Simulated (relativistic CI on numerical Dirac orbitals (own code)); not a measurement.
# Hyperfine structure of Ge⁵⁺, mass number 73

Computed by Dirac-Coulomb-Breit CI, separate exchange-only KLI orbitals for each configuration, model QED (radiative potential, 1s self-energy scaled to tabulated hydrogen-like ionisation energies), valence Slater integrals scaled by 0.85, P86 correlation energy added to each configuration (own radial code, finite nucleus).

Configuration list (outside the closed core [Ne]): 3s2 3p6 3d9, 3s2 3p6 3d8 4s, 3s2 3p6 3d8 4p, 3s2 3p5 3d10, 3s2 3p6 3d8 4d, 3s2 3p6 3d8 5s, 3s2 3p6 3d8 5p, 3s2 3p6 3d8 4f, 3s2 3p6 3d7 4s2, 3s2 3p6 3d8 5d, 3s 3p6 3d10, 3s2 3p6 3d8 5f, 3s2 3p6 3d8 5g, 3s2 3p6 3d7 4s 4p, 3s2 3p6 3d7 4p2, 3s2 3p6 3d7 4s 4d. Levels of other configurations are missing.

Nuclear spin I = 9/2, μ = -0.87824 μN, Q = -0.196 b (tables of Stone and Pyykkö). The electronic factors are computed for point nuclear moments, without core polarisation or the Bohr-Weisskopf and QED corrections.

```
                Level  E (cm⁻¹)  A (MHz)  B (MHz)
   3s2 3p6 3d9 2D_5/2         0   -195.2      394
   3s2 3p6 3d9 2D_3/2      4479   -463.2      283
3s2 3p6 3d8 4s 4F_9/2    304901   -644.8      211
3s2 3p6 3d8 4s 4F_7/2    307363   -268.4      144
3s2 3p6 3d8 4s 4F_5/2    309768   -139.6     94.1
3s2 3p6 3d8 4s 4F_3/2    311303    327.5     92.9
3s2 3p6 3d8 4s 2F_7/2    313559   -346.8      205
3s2 3p6 3d8 4s 2F_5/2    317410   -744.3      165
```

Levels with J = 0, under 50 % of one LS term, or S terms without an open s electron are left out. Small factors come from cancelling terms and can be off by tens of per cent or more.

At this charge configurations can still be misplaced by up to about 7 % of their energy. 41 of the 48 excited levels that our extract of the measured tables holds in this range could be paired (the sources list more); they are missed by 788 cm⁻¹ on average and 1639 at most, and levels without a partner can miss by more.

Task: Give the hyperfine levels of 3s2 3p6 3d9 2D_5/2 relative to its centre of gravity.

Result: With K = F(F + 1) − I(I + 1) − J(J + 1), E = AK/2 + B[¾K(K + 1) − I(I + 1)J(J + 1)]/[2I(2I − 1)J(2J − 1)]: F = 2: 2864, F = 3: 2160, F = 4: 1268, F = 5: 226.8, F = 6: -914.7, F = 7: -2097 MHz.

LS names give the leading component of a level, which can be under half, so a name can repeat, a term be missing and a line seem to break the LS rules.
